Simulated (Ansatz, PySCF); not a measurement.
Pair of molecules: HF (SMILES F) (first 2 atoms) with H4OSi (SMILES O[SiH3]); geometry from B3LYP-D3(BJ)/def2-TZVP, rigid monomers moved along the line of their centres of mass till H2···O3 is 1.53 Å.
(charge 0, multiplicity 1):
```csv
atom,x (Å),y (Å),z (Å)
F,1.0115,-1.0279,0.1895
H,0.8410,-0.8343,1.0964
O,0.5745,-0.5342,2.5716
Si,-0.6287,0.4889,3.1191
H,1.1273,-0.9913,3.2112
H,-1.5995,-0.2592,3.9484
H,-1.2651,1.0131,1.8994
H,-0.0425,1.5811,3.9275
```

Counterpoise-corrected where a basis set is named; no monomer relaxation. Rows marked so take none.

Cores are frozen in the correlated methods. Rows in 3-21G, 6-31G* carry no dispersion term and start afresh at each structure (6-31G* with six Cartesian d functions).

Programs: Ansatz (Gaussian basis) for Hartree–Fock, density functionals and correlated methods; PySCF for 3-21G rows, 6-31G* rows, the dispersion terms. 

```json
[
 {"level": "HF/3-21G (no counterpoise)", "interaction energy (kcal/mol)": "-15.56"},
 {"level": "HF/6-31G*", "interaction energy (kcal/mol)": "-5.37"},
 {"level": "HF/6-31G* (no counterpoise)", "interaction energy (kcal/mol)": "-6.90"},
 {"level": "HF/aug-cc-pV(D+d)Z", "interaction energy (kcal/mol)": "-5.38"},
 {"level": "PBE-D4/def2-TZVPPD", "interaction energy (kcal/mol)": "-7.89"},
 {"level": "r2SCAN-D4/def2-TZVPPD", "interaction energy (kcal/mol)": "-8.15"},
 {"level": "PBE0-D3(BJ)/def2-TZVPPD", "interaction energy (kcal/mol)": "-8.43"},
 {"level": "MP2/aug-cc-pV(D+d)Z", "interaction energy (kcal/mol)": "…"},
 {"level": "CCSD/aug-cc-pV(D+d)Z", "interaction energy (kcal/mol)": "…"}
]
```

Problem. Some entries are withheld; supply them.

Solution. 
- MP2/aug-cc-pV(D+d)Z, interaction energy (kcal/mol): -5.85
- CCSD/aug-cc-pV(D+d)Z, interaction energy (kcal/mol): -5.51

Ansatz is a quantum-chemistry and plane-wave program.
